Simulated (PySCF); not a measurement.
# Unknowns

Relativity neglected, one computed conformer, isolated molecule, one averaged value for each set of equivalent atoms. PBE0/pcSseg-1 with gauge-including orbitals; geometry: GFN2-xTB; PySCF.

References, each an isolated molecule treated in the same way: ¹H (31.72 ppm) and ¹³C (186.93 ppm) against TMS. Splittings of carbon signals by F and P are missing where no couplings were computed. Where no couplings were computed, multiplicities follow the n + 1 count of equivalent neighbours, and m marks all less simple cases (inequivalent or close neighbours, rings, F or P nearby). Shifts are as computed. Against solution values, carbons near 30 ppm lie about +3 ppm off and those near 130 ppm about +5 ppm. Of 1211 compounds with measured shifts, 218 miss one by over three times the rms of a fit or turn the order of signals round; such compounds aren't used in these exercises.

Problem. C$_{6}$H$_{11}$FOSi. ¹H NMR (600 MHz, computed): δ 7.81 (m, 1H), 4.26 (s, 3H), 2.80 (m, 1H), 1.13 (d, 6H). ¹³C{¹H} NMR (computed): δ 185.9, 167.5, 123.4, 38.4, 23.5. What is it?

Solution. SMILES [SiH3]/C(=C\C(C)C)C(=O)F. Rings plus π bonds: 2 (no ring in the answer). 5 carbon signals for 6 carbons: some carbons are equivalent by symmetry or fast rotation. Carbon types of the structure: 2 × C, 2 × CH, 2 × CH3, leaving 3 H on heteroatoms. δC 185.9: β carbon of a C=C–C=O unit; conjugation with the carbonyl draws π density from the β position. δC 167.5: carbonyl carbon. δC 123.4: α carbon of a C=C–C=O unit; the olefinic region. δC 23.5: methyl carbon; aliphatic region, no heteroatom directly attached.

The data come from this structure; uniqueness wasn't tested.

Problem. C$_{4}$H$_{15}$NOSi$_{3}$. ¹H NMR (600 MHz, computed): δ 6.08 (s, 1H), 4.94 (s, 3H), 4.82 (s, 6H), 4.28 (s, 2H), 1.90 (s, 3H). ¹³C{¹H} NMR (computed): δ 142.3 (CH), 129.7 (C), 65.1 (CH2), 21.7 (CH3). Identify the compound.

Solution. `N(/C=C(/C)CO[SiH3])([SiH3])[SiH3]`. The formula gives 1 degree of unsaturation (no ring in the answer). 4 carbon signals for 4 carbons: no two carbons are equivalent. Carbon types of the structure: 1 × C, 1 × CH, 1 × CH2, 1 × CH3, leaving 9 H on heteroatoms. δC 142.3: alkene carbon bearing nitrogen; an sp2 carbon further deshielded by the attached heteroatom. δC 129.7: β carbon of an enol-ether or enamine type C=C. δC 65.1: allylic sp3 CH2 bonded to O; the inductive effect lowers its shielding. δH 1.90: hydrogen on an allylic methyl carbon; allylic position.

The data come from this structure; uniqueness wasn't tested.
